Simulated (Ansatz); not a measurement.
CH$_{7}$ClO$_{2}$SiZr (`[CH3][Zr]([OH])([Cl])[O][SiH3]`), relaxed with RKS PBE0-D4/def2-TZVP in the Gaussian-basis code of Ansatz from a GFN2-xTB geometry. The force threshold is 0.005 eV/Å; the program also tests the step.

Charge 0, multiplicity 1. Zr takes the def2 core potential.

Start:

```xyz
13

C    -1.252    1.319    1.022
Zr    0.263   -0.307    1.121
O     1.887    0.559    0.810
Cl   -0.119   -1.349    3.134
O    -0.211   -1.419   -0.352
Si    0.323   -1.181   -1.848
H    -1.534    1.659    2.034
H    -2.166    0.944    0.525
H    -0.901    2.196    0.453
H     2.252    0.881   -0.022
H     1.787   -1.444   -1.902
H    -0.393   -2.097   -2.740
H     0.064    0.239   -2.233
```

```
         step  energy (eV)  largest force (eV/Å)  largest move (Å)
            1  -26922.0852                 1.625             0.000
            2  -26922.3527                 0.634             0.195
            3  -26922.4035                 0.452             0.102
            4  -26922.4475                 0.781             0.195
            5  -26922.5027                 0.362             0.200
            6  -26922.5404                 0.185             0.200
            7  -26922.5610                 0.384             0.195
            8  -26922.5658                 0.580             0.195
            9  -26922.5943                 0.059             0.188
           10  -26922.5973                 0.027             0.075
11 (rejected)  -26922.5922                 0.682             0.196
           12  -26922.5992                 0.010             0.059
           13  -26922.5994                 0.202             0.098
           14  -26922.5998                 0.071             0.038
           15  -26922.6004                 0.004             0.015
           16  -26922.6004                 0.006             0.016
           17  -26922.6004                 0.007             0.009
           18  -26922.6004                 0.004             0.009
```

End:

```xyz
13

C    -1.339    1.411    1.150
Zr    0.317   -0.049    1.041
O     1.903    0.957    1.357
Cl   -0.097   -1.705    2.683
O     0.240   -0.770   -0.745
Si    0.266   -1.396   -2.260
H    -1.369    1.894    2.134
H    -2.302    0.914    0.988
H    -1.232    2.197    0.394
H     2.789    1.302    1.427
H     1.592   -2.013   -2.525
H    -0.793   -2.428   -2.394
H     0.024   -0.313   -3.249
```

Run time 36 s (2 threads of an AMD EPYC 7R13 on a shared host and a share of an NVIDIA H100 80 GB); peak host memory 0.92 GiB.
